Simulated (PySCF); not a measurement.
PySCF input for SiF2Cl, SMILES F[Si](F)Cl, multiplicity 2, SMD-B3LYP/def2-SVP. The structure is a stationary point at B3LYP-D3(BJ)/def2-SVP.

```python
import numpy as np
from pyscf import gto, scf, dft
from pyscf.solvent import smd

mol = gto.M(
    atom='''
    Si   -0.43488036   -0.41924052   -0.00000000
    F    -1.14176153    0.24098475    1.29614932
    F    -1.14176154    0.24098475   -1.29614931
    Cl    1.56706074    0.09009657   -0.00000000
    ''',
    basis='def2-SVP',
    charge=0,
    spin=1,
    max_memory=1600,
    verbose=3,
)
mf = dft.UKS(mol, xc='b3lyp').density_fit(auxbasis='def2-universal-jkfit')
mf.grids.level = 3
mf.conv_tol = 1e-9
mf.max_cycle = 100
mf.kernel()
fine, coarse = mf.grids, dft.Grids(mol).set(level=1).build(with_non0tab=True)
for _ in range(3):  # follow internal instabilities
    mf.grids = coarse
    mo, _, stable, _ = mf.stability(return_status=True, nroots=4)
    mf.grids = fine
    if stable:
        break
    mf.kernel(mf.make_rdm1(mo, mf.mo_occ))
res = {}
for name in ['water', 'dimethylsulfoxide', 'chlorobenzene']:
    s = mf.SMD()
    s.with_solvent.solvent, s.with_solvent.sasa_ng = name, 302
    s.kernel(mf.make_rdm1())
    res[name] = (s.e_tot, s.with_solvent.get_cds(), s.dip_moment(), s.mo_energy, s.converged)
    print(f'SMD {name}: dG(solv) = {(s.e_tot - mf.e_tot) * 627.509474:.3f} kcal/mol, of which CDS {res[name][1] * 627.509474:.3f}')
```

Program output:

```

WARN: HOMO -0.200506611784307 >= LUMO -0.200506611784309

converged SCF energy = -949.125119511293  <S^2> = 0.7514186  2S+1 = 2.0014181
<class 'pyscf.df.df_jk.DFUKS'> wavefunction is stable in the internal stability analysis
converged SCF energy = -949.124806003774  <S^2> = 0.75138164  2S+1 = 2.0013812
Dipole moment(X, Y, Z, Debye):  0.22707, -1.43740, -0.00000
SMD water: dG(solv) = 0.197 kcal/mol, of which CDS 2.010
converged SCF energy = -949.127631280376  <S^2> = 0.75138218  2S+1 = 2.0013817
Dipole moment(X, Y, Z, Debye):  0.22742, -1.43407, -0.00000
SMD dimethylsulfoxide: dG(solv) = -1.576 kcal/mol, of which CDS 0.211
converged SCF energy = -949.128603003545  <S^2> = 0.75139094  2S+1 = 2.0013905
Dipole moment(X, Y, Z, Debye):  0.23251, -1.38048, -0.00000
SMD chlorobenzene: dG(solv) = -2.186 kcal/mol, of which CDS -0.812
```

The run converged.
